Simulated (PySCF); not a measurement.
Al(H)2(SMe), CH5AlS, SMILES C[S][AlH2] at its B3LYP/def2-SVP optimised geometry (Å):

```
8

Al    -0.2666     1.2565     0.0000
H     -1.1715     2.5515     0.0000
H      1.3177     1.2565     0.0000
S     -1.3177    -0.6568     0.0008
C      0.0303    -1.9178    -0.0002
H     -0.0724    -2.5414    -0.8991
H     -0.0819    -2.5515     0.8905
H      1.0280    -1.4573     0.0078
```

Computed with B3LYP/def2-TZVP run with PySCF. Cells within 0.4 Å of a nucleus heavier than hydrogen are left out (blank, or x).

Map of the electron localisation function on the plane z = 0.0 Å:

```
|00000000000000000000000000000|
|00000000000000000000000000000|
|00000000013431000000000000000|
|00000000599997200000000000000|
|00000005999999500000000000000|
|00000029999999710000000000000|
|00000049999999710145300000000|
|00000059999999513799950000000|
|00000028999993128999993000000|
|00000002799803209999997000000|
|0000000012406xx09999998000000|
|0000000000106xx09999998000000|
|00000000125402109999996000000|
|00000012357883116999972000000|
|00000135664788410111100000000|
|0000036881xx46300000000000000|
|0000157890xx26324762000000000|
|00001579941078669999600000000|
|00001478986788489999820000000|
|00000257765571xx9999820000000|
|00000023321242xx7888500000000|
|00000000000146653332100000000|
|00000000000135542100000000000|
|00000000000012321000000000000|
|00000000000000100000000000000|
|00000000000000000000000000000|
|00000000000000000000000000000|
|00000000000000000000000000000|
|00000000000000000000000000000|
```
Scale: ten equal steps from 0.000 (start of '0') to 1.00 (end of '9'), in the order '0123456789'; x runs from -5.00 to 5.00, y from -5.00 (bottom) to 5.00 (top).
